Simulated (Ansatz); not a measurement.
CH6AlOSi (SMILES [CH3][Al][O][SiH3]): entropy by statistical mechanics

A doublet with charge 0, relaxed at UHF/STO-3G (Ansatz 0.2.0):

```xyz
10

C     0.3041    1.9127   -1.3081
Al    0.9578    0.4819   -0.1936
O    -0.3180   -0.4857    0.2869
Si   -0.3264   -1.8302    1.2371
H    -0.1950    1.5275   -2.1898
H    -0.4233    2.5200   -0.7820
H     1.0821    2.5820   -1.6539
H     0.4835   -2.8721    0.6932
H    -1.6542   -2.3276    1.3664
H     0.1725   -1.5597    2.5468
```

Harmonic wavenumbers in cm⁻¹: 43, 51, 92, 130, 268, 679, 801, 810, 864, 874, 919, 1185, 1247, 1253, 1269, 1636, 1877, 1884, 2836, 2868, 2891, 3525, 3707, 3715.

Masses in u: C 12.011, Al 26.982, O 15.999, Si 28.085, H 1.008. Take T = 298.15 K, p = 1 bar, R = 8.3145 J/(mol K), kT/hc = 207.22 cm⁻¹, rigid rotor and harmonic oscillator.

Question: Work out S° at 298 K.

Answer: 
1. Translation (Sackur–Tetrode): S = R[3/2 ln M + 5/2 ln T − 1.1517] with M = 89.125 gives 164.9 J/(mol K).
2. Rotation: principal moments 24.142, 265.335, 281.137 u Å² give A, B, C = 0.6983, 0.0635, 0.06 cm⁻¹; the symmetry number is σ = 1; q = (√π/σ)√((kT/hc)³/ABC) = 102504; S = R(ln q + 3/2) = 108.4.
3. Vibration: with u = ν̃/207.22, each mode gives R[u/(eᵘ − 1) − ln(1 − e⁻ᵘ)]; the sum is 81.2, most from 43 cm⁻¹ (21.4), 51 cm⁻¹ (20.0), 92 cm⁻¹ (15.1).
4. Electronic: R ln 2 = 5.8, from the spin multiplicity alone.
5. Sum: 164.9 + 108.4 + 81.2 + 5.8 = 360.3 J/(mol K).

No measured value is set beside it here. Where a soft mode is a torsion, a harmonic oscillator describes it poorly.
